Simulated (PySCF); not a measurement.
H4STi, multiplicity 1.

```xyz
6

Ti    -0.0018    -0.8658     0.0000
H      1.6197    -1.3502     0.0000
H     -0.7961    -1.4392     1.3725
H     -0.7961    -1.4392    -1.3725
S     -0.0785     1.3765     0.0000
H      1.2683     1.2524     0.0000
```

Geometry optimised at ωB97X-D3(BJ)/def2-TZVP. The multiplicity is an assumed one; other spin states were not compared.

These are PBE/pcSseg-2 (PySCF) values and carry that method's errors. Non-relativistic, no solvent.

Computed absolute GIAO shielding of each atom: isotropic value and principal components (ppm):
```csv
atom,σ(iso),σ11,σ22,σ33,span
Ti1,-2484.2,-2922.3,-2276.8,-2253.6,668.6
H2,20.1,-15.3,35.8,39.8,55.1
H3,21.7,-12.8,38.1,39.7,52.5
H4,21.7,-12.8,38.1,39.7,52.5
S5,-106.6,-1056.1,-68.9,805.3,1861.4
H6,25.0,8.6,29.7,36.8,28.2
```
